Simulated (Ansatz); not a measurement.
`CC[SiH2]SC` from Hartree–Fock to CCSD(T)

```json
{"atom": "C1", "x (Å)": "1.008", "y (Å)": "0.783", "z (Å)": "-1.619"}
{"atom": "C2", "x (Å)": "0.021", "y (Å)": "-0.330", "z (Å)": "-1.285"}
{"atom": "Si3", "x (Å)": "0.422", "y (Å)": "-1.250", "z (Å)": "0.299"}
{"atom": "S4", "x (Å)": "0.507", "y (Å)": "0.029", "z (Å)": "2.002"}
{"atom": "C5", "x (Å)": "-1.220", "y (Å)": "0.590", "z (Å)": "2.043"}
{"atom": "H6", "x (Å)": "0.732", "y (Å)": "1.301", "z (Å)": "-2.541"}
{"atom": "H7", "x (Å)": "2.019", "y (Å)": "0.391", "z (Å)": "-1.752"}
{"atom": "H8", "x (Å)": "1.053", "y (Å)": "1.525", "z (Å)": "-0.818"}
{"atom": "H9", "x (Å)": "-0.014", "y (Å)": "-1.075", "z (Å)": "-2.089"}
{"atom": "H10", "x (Å)": "-0.997", "y (Å)": "0.067", "z (Å)": "-1.204"}
{"atom": "H11", "x (Å)": "1.774", "y (Å)": "-1.864", "z (Å)": "0.226"}
{"atom": "H12", "x (Å)": "-0.602", "y (Å)": "-2.310", "z (Å)": "0.523"}
{"atom": "H13", "x (Å)": "-1.906", "y (Å)": "-0.256", "z (Å)": "2.094"}
{"atom": "H14", "x (Å)": "-1.337", "y (Å)": "1.191", "z (Å)": "2.944"}
{"atom": "H15", "x (Å)": "-1.458", "y (Å)": "1.208", "z (Å)": "1.177"}
```

Charge 0, multiplicity 1. The structure was optimised at the PBE0-D4/def2-TZVP level. It is one conformer, not always the lowest. Frozen core, restricted reference, Ansatz 0.2.0. CBS rows extrapolate triple and quadruple zeta; past MP2 they add the triple-zeta difference.

```
     basis     HF (Eh)  MP2 corr.  CCSD corr.       (T)  CCSD(T) total
def2-TZVPP  -805.98917   -0.83804           ?  -0.03691              ?
def2-QZVPP  -806.01518          ?           –         –              –
 CBS(def2)           ?          ?    -1.00955     as TZ              ?
```

(1) Fill in the withheld values. (Best estimate.)

Answers

(1) The calculation gave: def2-TZVPP CCSD corr.: -0.90720; def2-TZVPP CCSD(T) total: -806.93328; def2-QZVPP MP2 corr.: -0.89684; CBS(def2) HF (Eh): -806.01877; CBS(def2) MP2 corr.: -0.94040; CBS(def2) CCSD(T) total: -807.06523.
